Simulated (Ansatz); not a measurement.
Reaction (formal exchange of groups at a Ge–N bond): `C[N](C)[Ge]([F])([F])[F]` + GeH₄ → `[F][Ge]([F])([F])[GeH3]` + dimethylamine

Program: Ansatz. Geometries: PBE0-D4/def2-TZVP. ΔE: electronic, gas phase. CBS: MP2 limit from def2 TZ/QZ plus the TZ coupled-cluster correction, frozen cores. DFT in def2-TZVPP. B3LYP here is the variant with VWN-RPA as its local correlation; programs differ in this. For Ge outer-core shells are correlated without core-valence functions, which leaves a few kJ/mol of doubt a bond. Scalar relativity is left out up to krypton. Each species was taken in one conformer, which may not be the lowest.

CCSD(T)/CBS gives -2.7 kcal/mol.

(1) Another level gave -1.2 kcal/mol. Which?
A. r2SCAN0-D4/def2-TZVPP
B. HF/def2-TZVPP
C. B3LYP-D4/def2-TZVPP
D. PBE/def2-TZVPP

(2) What do rigid-rotor, harmonic-oscillator terms from PBE0-D4/def2-TZVP frequencies (298.15 K, 1 bar) make of the CCSD(T)/CBS value? (An estimate is asked.)

Largest T1 diagnostic among the species: 0.013.

Results:

(1) B. HF/def2-TZVPP -1.2, B3LYP-D4 -5.1, PBE -8.5, r2SCAN0-D4 -3.5 kcal/mol.

(2) Computed: ΔZPE = +2.4 kcal/mol, ΔH = -0.4 kcal/mol, ΔS = 23 J/(mol·K), ΔG = -2.0 kcal/mol. Modes under 50 cm⁻¹ make the entropy rough.

The D4 term adds +1.8 kcal/mol with B3LYP and +1.0 kcal/mol with PBE0; it sums over pairs of atoms, weighted by their polarisabilities, and B3LYP, whose exchange is more repulsive, gets the larger term. From PBE to PBE0 (25 % exact exchange), in def2-TZVPP and without D4, ΔE moves by +2.0 kcal/mol. At CCSD(T), def2-SVP lies +4.8 kcal/mol from the extrapolated value and def2-TZVPP +1.5 kcal/mol.
